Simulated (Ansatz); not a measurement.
`C[SiH2][SiH](Cl)Cl`. Charge 0, multiplicity 1.

Cartesian coordinates in Å:
```
C -1.362 0.563 0.856
Si -0.599 -0.690 -0.305
Si 1.648 -0.146 -0.646
Cl 1.754 1.749 -1.444
Cl 2.610 -0.144 1.174
H -1.295 1.567 0.432
H -2.414 0.334 1.034
H -0.841 0.562 1.815
H -1.274 -0.695 -1.632
H -0.654 -2.067 0.258
H 2.425 -1.033 -1.542
```

(1) List the harmonic frequencies (cm⁻¹, unscaled) at PBE0-D4/def2-TZVP in Ansatz. (An estimate is asked.)

(2) Is this a minimum?

(3) Give the ideal-gas thermochemistry at 298.15 K and 1 bar (rigid rotor, harmonic oscillator; point group Cs, symmetry number 1).

## Answers

(1) The calculation gave: 39, 86, 100, 164, 171, 249, 397, 442, 536, 560, 610, 668, 721, 758, 780, 883, 887, 932, 1277, 1449, 1451, 2210, 2217, 2242, 3057, 3145, 3147.

(2) Yes, all 27 modes are real.

(3) Zero-point energy 174.5 kJ/mol; H(298) − E = 199.6 kJ/mol; entropy 393.8 J/(mol·K), of which translation 170.9, rotation 122.1, vibration 100.8; G(298) − E = 82.2 kJ/mol. Modes under 100 cm⁻¹ are hindered rotations or soft bends, so the harmonic entropy is rough.
